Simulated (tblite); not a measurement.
Compound: C7H14P2.
Atom-mapped SMILES: `[CH3:1][C:2]#[C:3][P:4]([CH2:5][PH2:6])[CH:7]([CH3:8])[CH3:9]` (hydrogens: H10, H11, H12 on C1; H13, H14 on C5; H15, H16 on P6; H17 on C7; H18, H19, H20 on C8; H21, H22, H23 on C9)

Computed with GFN2-xTB (tblite), gas phase: L-BFGS steps from a force-field or distance-geometry start until the largest atomic force falls under 0.01 eV/Å.

Geometry at step 6:
```
atom  x, y, z in Å
C1      3.5902   -1.3326   -0.4273
C2      2.3207   -0.6391   -0.4586
C3      1.2504   -0.0819   -0.4334
P4     -0.2735    0.7947   -0.5675
C5     -0.1528    1.7837    1.0361
P6      1.0084    3.2340    0.9662
C7     -1.4579   -0.5600    0.0560
C8     -2.8610   -0.0148    0.3288
C9     -1.5296   -1.6774   -0.9812
H10     4.0696   -1.3262   -1.4066
H11     4.2712   -0.8648    0.2838
H12     3.4600   -2.3725   -0.1244
H13    -1.1356    2.2059    1.2836
H14     0.1495    1.1460    1.8753
H15     2.0735    2.5400    0.3978
H16     0.5864    3.7017   -0.2786
H17    -1.0474   -0.9675    0.9901
H18    -2.8628    0.7248    1.1270
H19    -3.5182   -0.8315    0.6322
H20    -3.2861    0.4387   -0.5653
H21    -1.9107   -1.3003   -1.9284
H22    -0.5480   -2.1117   -1.1591
H23    -2.2008   -2.4625   -0.6365
```

Question: Give the atomic forces at this geometry.

Answer: 
```csv
atom,Fx (eV/Å),Fy (eV/Å),Fz (eV/Å)
C1,0.126,-0.082,0.021
C2,0.063,-0.041,-0.002
C3,-0.027,-0.096,0.132
P4,-0.348,0.127,0.184
C5,-0.004,-0.032,-0.009
P6,-0.018,-0.067,-0.024
C7,0.088,0.051,0.019
C8,0.065,-0.016,-0.026
C9,0.021,0.034,-0.013
H10,-0.102,0.076,-0.059
H11,-0.063,0.105,0.035
H12,-0.129,0.008,0.002
H13,0.029,-0.089,-0.115
H14,0.008,-0.031,-0.055
H15,0.041,-0.020,-0.043
H16,0.005,-0.034,0.001
H17,0.035,0.033,-0.018
H18,0.033,0.006,-0.022
H19,0.054,0.032,-0.010
H20,0.064,0.016,-0.014
H21,-0.002,0.043,-0.008
H22,0.038,0.012,0.018
H23,0.021,-0.032,0.005
```

The largest, 0.41 eV/Å, acts on P4; the rms over all components is 0.072 eV/Å. The forces sum to zero within rounding, as they must for an isolated molecule in no field.

Question: Give the force on P4 in Eh/bohr and in nN.

Answer: 0.414 eV/Å ÷ 51.422 = 0.00804 Eh/bohr, and 0.414 eV/Å × 1.602 = 0.66 nN.

Question: How far is this geometry from the end of the optimisation?

Answer: 0.036 eV above it, and 0.081 Å rms away after alignment. The bonds farthest from their final lengths, with half the difference of the two atoms' forces along the bond (positive lengthens):

```
  bond  now (Å)  final (Å)  force along bond (eV/Å)
 P4–C7    1.904      1.883                    -0.14
 P4–C5    1.888      1.871                    -0.11
 C7–C8    1.530      1.525                    -0.01
C5–H13    1.098      1.095                    -0.04
P6–H15    1.393      1.395                    +0.01
C8–H19    1.091      1.089                    -0.01
```

The angle farthest from its final value is C3–P4–C7, 99.1° against 96.9°.

Of the 2 listed bonds off by 0.010 Å or more, this force points towards the final length in 2.

What follows is the cost of the whole relaxation. On one thread, Intel Xeon 6975P-C (x86_64) (shared host), this took 0.49 s of wall time.
